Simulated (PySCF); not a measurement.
# Hg (mercury, neutral) across methods

[Xe] 4f14 5d10 6s1 6d1, high-spin 3D determinant (an excited configuration). Computed with PySCF 2.14 in aug-cc-pwCVTZ-PP with ECP60MDF, with a scalar-relativistic core potential.

| method | E (hartree) | mean ε 5d β (eV) | mean ε 6s α (eV) | mean ε 6d α (eV) | Σ⟨r²⟩ (bohr²) | ⟨S²⟩ |
| --- | --- | --- | --- | --- | --- | --- |
| wB97M-V | -153.0746 | -18.274 | -13.141 | -0.348 | 82.11 | 2.000 |
| wB97X-V | -153.1248 | -18.318 | -13.210 | -0.762 | 83.11 | 2.000 |
| HSE06 | -153.1713 | -15.432 | -10.894 | 0.104 | 83.32 | 2.001 |
| PBE0 | -153.1732 | -15.840 | -11.272 | -0.168 | 83.27 | 2.001 |
| r2SCAN | -153.2337 | -14.320 | -10.716 | 0.173 | 83.11 | 2.002 |
| LDA | -152.9367 | -14.186 | -10.836 | 0.191 | 82.78 | 2.001 |
| PBE | -153.2103 | -13.999 | -10.484 | 0.046 | 83.45 | 2.001 |

**Question.** Estimate the same row for UHF.

**Answer.** E (hartree) = -152.24989; mean ε 5d β (eV) = -20.429; mean ε 6s α (eV) = -12.805; mean ε 6d α (eV) = -0.579; Σ⟨r²⟩ (bohr²) = 83.62; ⟨S²⟩ = 2.002.

Energies and moments cover only the electrons outside the core potential. Spin-orbit coupling, absent here, splits the open shell strongly. The outer electron is Rydberg-like, and this basis confines it to a smaller radius and binds it less than a complete one would.

The highest occupied level is positive at HSE06, r2SCAN, LDA, PBE: only the finite basis holds that electron, which in a density functional comes from self-interaction.
